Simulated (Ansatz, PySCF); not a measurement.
Se(I)(OMe) (CH3IOSe), SMILES CO[Se]I. Atoms are numbered in the order given.

```xyz
7

Se     0.5623    -0.7729     0.8966
I     -1.0188     0.9074    -0.2619
O      1.9522    -0.8366    -0.2420
C      1.7643    -1.5750    -1.4418
H      1.0423    -1.0703    -2.1080
H      2.7461    -1.6076    -1.9380
H      1.4141    -2.6029    -1.2461
```

Geometry optimised at B3LYP-D3(BJ)/def2-SVP. The def2 effective core potentials stand for the cores of I; spin–orbit coupling is left out. Other conformers were not sampled.

Two levels are set side by side: PBE-D3(BJ)/def2-SVP (Ansatz, a quantum-chemistry and plane-wave program) and B3LYP-D3(BJ)/def2-SVP (Ansatz). Each level has its own optimised geometry; the coordinates shown are those of the second. Frequencies come from the Hessian of PySCF at each geometry. Differences are taken from unrounded values.

```
quantity                            B3LYP-D3(BJ)  PBE-D3(BJ)  PBE-D3(BJ) minus B3LYP-D3(BJ)
----------------------------------  ------------  ----------  -----------------------------
mean bond length (Å)                       1.518       1.526                          0.008
bond Se1–I2 (Å)                            2.582       2.581                         -0.001
bond Se1–O3 (Å)                            1.798       1.814                          0.017
bond O3–C4 (Å)                             1.421       1.427                          0.006
bond C4–H5 (Å)                             1.104       1.113                          0.009
bond C4–H6 (Å)                             1.101       1.109                          0.008
bond C4–H7 (Å)                             1.103       1.112                          0.008
highest harmonic wavenumber (cm⁻¹)          3126        3063                            -63
mean harmonic wavenumber (cm⁻¹)             1240        1203                            -37
zero-point energy (kcal/mol)               26.58       25.80                          -0.79
```

Exact exchange shortens and stiffens bonds; PBE has none. Differences between two approximate levels are no errors against the true value.
